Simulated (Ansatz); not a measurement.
Two structures of BH$_{5}$O$_{3}$, closed shell, reached by relaxing down either side of one saddle point (PBE0-D4/def2-TZVP). Energies are electronic, without zero-point energy. Computed with Ansatz 0.2.0 (basis: def2-TZVPP and def2-QZVPP); correlated methods freeze the cores. Extrapolation: Hartree–Fock as exp(−7.88 √X), correlation as X^−2.97. First:

B1  (-1.082, -0.032, 0.248)
H2  (-1.348, 0.691, -0.667)
O3  (-2.019, -0.728, 0.941)
O4  (0.224, -0.155, 0.610)
H5  (2.640, 1.196, -1.195)
O6  (2.431, 0.263, -1.270)
H7  (-2.913, -0.588, 0.624)
H8  (0.351, -0.764, 1.346)
H9  (1.717, 0.117, -0.636)
(Å)

Second:

B1  (0.208, -0.537, 0.542)
H2  (-1.073, 2.013, -1.989)
O3  (-1.120, -0.249, 0.420)
O4  (0.630, -1.456, 1.460)
H5  (-0.399, 1.748, -1.802)
O6  (1.122, 0.094, -0.257)
H7  (-1.287, 0.410, -0.258)
H8  (-0.100, -1.830, 1.960)
H9  (2.019, -0.193, -0.076)
(Å)

Q: Which bonds change from the first to the second?

A: BH₃O₂ ([OH][BH][OH]) + H₂O → BH₃O₃ ([OH][B]([OH])[OH]) + H₂; bonds formed: B1–O6, H2–H5; bonds broken: B1–H2, H5–O6.

Q: Give the saddle point's structure and its height above each. (An estimate is asked for; the value comes from the calculation.)

A: By the calculation: 1.615 eV above the first and 2.497 eV above the second (CCSD(T) at an estimated basis limit (MP2 extrapolated from triple and quadruple zeta, plus CCSD(T) − MP2 in triple zeta)).
B1  (-0.164, 0.009, 0.156)
H2  (-0.413, 1.312, -0.333)
O3  (-1.291, -0.785, 0.057)
O4  (0.485, 0.084, 1.379)
H5  (0.392, 0.902, -0.908)
O6  (0.905, -0.176, -1.006)
H7  (-1.644, -0.858, -0.830)
H8  (-0.051, -0.288, 2.082)
H9  (1.780, -0.200, -0.597)
(Å)

T1 diagnostic: at most 0.013.

The step is the kind of ligand exchange by which a precursor binds to a hydroxyl group, or is hydrolysed, in atomic layer deposition of oxides.

Labels in which every atom is bracketed show which atoms are joined, not bond orders.

For scale, one of the runs: CCSD(T)/def2-TZVPP, 194 basis functions, launched by `ansatz run in.yaml --threads 4 --pin off --events-out ev --progress --plain --max-ram 9574MiB`. Hardware: 4 CPU threads of an Intel Xeon Platinum 8259CL, shared host. Wall time 31 s; peak host memory 2.5 GiB.
